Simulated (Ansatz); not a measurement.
Breaking a bond: GeH, doublet.

Methods: UKS-PBE = unrestricted PBE/cc-pVTZ in Ansatz (a quantum-chemistry and plane-wave program); UKS-PBE0 = unrestricted PBE0/cc-pVTZ run with Ansatz; FCI = full CI/cc-pVTZ, cores with 3d frozen in Ansatz.

Energies relative to the lowest point of each curve near equilibrium, in kcal/mol; the last columns give the error against full CI:

```csv
R / Å,UKS-PBE,UKS-PBE0,FCI,UKS-PBE − FCI,UKS-PBE0 − FCI
1.20,47.5,46.2,47.9,-0.5,-1.8
1.28,26.9,25.7,26.8,0.1,-1.1
1.37,12.4,11.4,12.0,0.4,-0.6
1.43,6.4,5.7,6.0,0.4,-0.3
1.51,1.8,1.4,1.6,0.3,-0.1
1.56,0.4,0.3,0.3,0.1,-0.1
1.60,0.0,0.0,0.0,0.0,0.0
1.64,0.0,0.2,0.2,-0.1,0.0
1.68,0.5,0.9,0.8,-0.3,0.1
1.77,2.6,3.5,3.3,-0.6,0.2
1.88,6.8,8.2,7.8,-1.1,0.4
2.00,12.4,14.4,13.8,-1.4,0.6
2.16,20.7,23.6,22.4,-1.7,1.2
2.39,32.8,36.8,34.3,-1.5,2.5
2.63,44.3,48.3,44.9,-0.6,3.4
2.86,52.9,55.5,52.7,0.1,2.8
3.23,60.9,61.8,60.6,0.3,1.2
3.58,64.5,64.3,63.9,0.6,0.4
3.87,65.8,65.2,65.1,0.7,0.1
4.31,66.5,65.7,65.9,0.6,-0.2
4.76,66.8,65.9,66.1,0.6,-0.2
5.67,66.9,66.0,66.2,0.6,-0.3
6.46,66.9,66.0,66.3,0.6,-0.3
```

UKS-PBE is furthest from FCI at 2.16 (-1.7 kcal/mol, below); its mean absolute error over the points is 0.6 kcal/mol.

UKS-PBE0 is furthest from FCI at 2.63 (3.4 kcal/mol, above); its mean absolute error over the points is 0.8 kcal/mol.

The unrestricted determinant behind UKS-PBE is spin-contaminated at 2.86 to 6.46 Å (<S²> up to 1.8, against 0.75 for a pure doublet). The unrestricted determinant behind UKS-PBE0 is spin-contaminated at 2.63 to 6.46 Å (<S²> up to 1.8, against 0.75 for a pure doublet).
